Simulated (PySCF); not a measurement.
Species: B₂H₈N₂Si.
Cartesian coordinates in Å at the PBE0-D3(BJ)/def2-SVP level; atoms count from 1:
```xyz
13
B2H8N2Si angstrom
N      2.0616    0.7589    0.2141
B      1.1747    0.2508   -0.7364
B      0.2502   -1.1625   -0.5092
N     -1.0018   -1.1996    0.1461
Si    -1.8411    0.1617    0.8717
H      2.6398    1.5737    0.0514
H      2.2083    0.3448    1.1258
H      1.1267    0.8592   -1.7913
H      0.6534   -2.2282   -0.9457
H     -1.4622   -2.1035    0.2107
H     -3.3049    0.0510    0.5889
H     -1.2955    1.4168    0.2856
H     -1.6697    0.1978    2.3580
```

Theory: PySCF, PBE0-D3(BJ)/def2-SVP geometry optimisation, gas phase.

Take the most abundant isotopes and a rigid rotor. The values belong to one conformer with, in the numbering `[NH2:1][BH:2][BH:3][NH:4][SiH3:5]`, N1–B2–B3–N4 85°, B2–B3–N4–Si5 -1°.

(1) What are A, B and C (MHz)?

(2) Classify the top.

(3) Is it planar, by Δ = Ic − Ia − Ib?

(4) Which types of transition are allowed, and where do some lines up to J = 3 fall?

(5) Estimate the classical rotational partition function at 10 K, 25 K and 200 K.

Answers

(1) Ia = 76.62, Ib = 243.05, Ic = 293.71 u·Å²; 505379 MHz·u·Å²/I gives A = 6596, B = 2079, C = 1721 MHz.

(2) An asymmetric top; Ray's κ = -0.853.

(3) Not planar: Δ = Ic − Ia − Ib = -25.96 u·Å². For a rigid frame Δ = −2 Σ m c², so Σ m c² = 12.98 u·Å² lies off the ab plane: 7.89 from hydrogen and 5.09 from heavier atoms. The atom farthest from that plane is 1.70 Å away.

(4) The dipole components are |μa| = 0.21 D, |μb| = 1.07 D, |μc| = 1.48 D. Intensities carry the squares of the components, which stand as 0.02 : 0.52 : 1.00 (a : b : c). Some of the stronger lines:

```
type  branch         J(Ka,Kc)    MHz  lower level (cm⁻¹)
   b       Q  1(1,0) ← 1(0,1)   4875               0.127
   b       R  1(1,1) ← 0(0,0)   8317               0.000
   b       R  2(1,2) ← 1(0,1)  11758               0.127
   c       R  2(1,1) ← 1(0,1)  12834               0.127
   b       Q  3(2,1) ← 3(1,2)  13127               0.953
   c       Q  2(2,1) ← 2(1,1)  13549               0.555
   b       R  3(1,3) ← 2(0,2)  15028               0.380
   c       R  3(1,2) ← 2(0,2)  17179               0.380
   c       R  2(2,0) ← 1(1,0)  21529               0.289
   b       R  2(2,0) ← 1(1,1)  21887               0.277
   c       Q  3(3,1) ← 3(2,1)  23389               1.390
   b       Q  3(3,1) ← 3(2,2)  23492               1.387
   c       R  3(2,2) ← 2(1,2)  26026               0.519
   b       R  3(2,1) ← 2(1,2)  26128               0.519
   c       R  3(3,1) ← 2(2,1)  34892               1.007
```

(5) Point group C1, symmetry number σ = 1; q = (√π/σ)·√((kT/h)³/(ABC)), k/h = 20836.6 MHz/K: 1100 at 10 K, 4340 at 25 K, 98200 at 200 K.

Whether it is a minimum is left open (no frequencies). Zero-point vibration and centrifugal distortion are left out. A rigid rotor knows nothing of internal rotation, which can split or shift real lines. Quadrupole hyperfine structure (11B, 14N) is left out.
